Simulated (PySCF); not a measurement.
CH4ClFOSi.

```xyz
9

C      1.7968    -0.1854    -0.7977
Si     0.0240    -0.0205    -0.3427
O     -0.8260    -1.2805    -0.9607
F     -0.5814     1.3691    -0.9119
Cl    -0.2363     0.0790     1.6990
H      2.2194    -1.1048    -0.3673
H      2.3717     0.6734    -0.4220
H      1.9046    -0.2298    -1.8920
H     -1.7551    -1.3605    -0.7242
```

The structure is a stationary point at PBE0-D3(BJ)/def2-SVP. One conformer was computed; it need not be the lowest.

Level of theory: PBE/pcSseg-1 run with PySCF. Non-relativistic, no solvent.

Computed absolute GIAO shielding of each atom: isotropic value and principal components (ppm):
| atom | σ(iso) | σ11 | σ22 | σ33 | span |
|---|---|---|---|---|---|
| C1 | 182.1 | 176.6 | 176.9 | 193.0 | 16.4 |
| Si2 | 342.3 | 315.4 | 327.8 | 383.8 | 68.4 |
| O3 | 245.9 | 205.0 | 243.5 | 289.1 | 84.1 |
| F4 | 273.5 | 216.9 | 260.3 | 343.3 | 126.5 |
| Cl5 | 847.5 | 735.8 | 775.3 | 1031.4 | 295.6 |
| H6 | 30.8 | 26.7 | 28.6 | 37.1 | 10.4 |
| H7 | 30.9 | 26.6 | 28.7 | 37.2 | 10.6 |
| H8 | 30.7 | 26.2 | 27.9 | 38.1 | 11.9 |
| H9 | 28.8 | 21.9 | 23.6 | 41.0 | 19.1 |
